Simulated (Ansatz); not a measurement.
The same path of CH$_{5}$FS$_{2}$Si (10 atoms, charge 0, multiplicity 1) was run 3 times with different band settings. Lost on the way: Si3–H9. Made: S2–H9.

Theory: RKS PBE/def2-SVP (Ansatz 0.2.0).

Relaxed end points:

```xyz
10
Properties=species:S:1:pos:R:3
C -1.298 -0.060 1.252
S 0.158 1.067 1.202
Si 1.239 0.329 -0.475
F 1.849 -1.184 -0.271
S -0.071 0.210 -2.183
H -2.058 0.440 1.880
H -1.707 -0.222 0.236
H -1.023 -1.029 1.709
H 2.401 1.257 -0.636
H 0.592 -0.858 -2.711
```

```xyz
10
Properties=species:S:1:pos:R:3
C -0.926 0.087 1.003
S 0.645 0.990 1.219
Si 2.037 -0.266 -0.842
F 1.407 -1.698 -0.238
S 0.476 0.101 -2.409
H -1.721 0.530 1.631
H -1.211 0.090 -0.067
H -0.720 -0.952 1.322
H 0.325 2.089 0.475
H -0.228 -1.023 -2.091
```

Common settings: climbing image yes; spring 5.0 eV/Å²; optimiser quadratic models (default); start path through a guess of the saddle point; iteration limit 60; end points relaxed.

| run | movable images | force threshold |
| --- | --- | --- |
| 1 | 7 | 0.05 eV/Å |
| 2 | 7 | 0.2 eV/Å |
| 3 | 1 | 0.05 eV/Å |

**Question.** What does each run give, and how far can it be trusted?

**Answer.** Run 1: converged after 36 iterations, highest image 2.263 eV above the first end. The profile has 2 maxima (images 2, 4) with wells between them (image 3): this band takes more than one step, which may be the mechanism or a detour left from its start path. Neighbouring images differ by up to 2.2 eV, so the band resolves the path poorly. A vibrational analysis at the climbing image gives one clearly imaginary mode, 821i cm⁻¹: a first-order saddle point.
Run 2: converged after 15 iterations, highest image 2.334 eV above the first end. The threshold of 0.2 eV/Å is loose, so the images may lie well off the minimum-energy path. Neighbouring images differ by up to 1.8 eV, so the band resolves the path poorly. The order of the stationary point at the top wasn't checked.
Run 3: converged after 33 iterations, highest image 2.281 eV above the first end. Neighbouring images differ by up to 2.3 eV, so the band resolves the path poorly. The order of the stationary point at the top wasn't checked. So few images can step over the top or miss a turn of the path.
The orbitals stay closed-shell, which can raise the energy where a bond breaks towards radicals; this wasn't checked here.
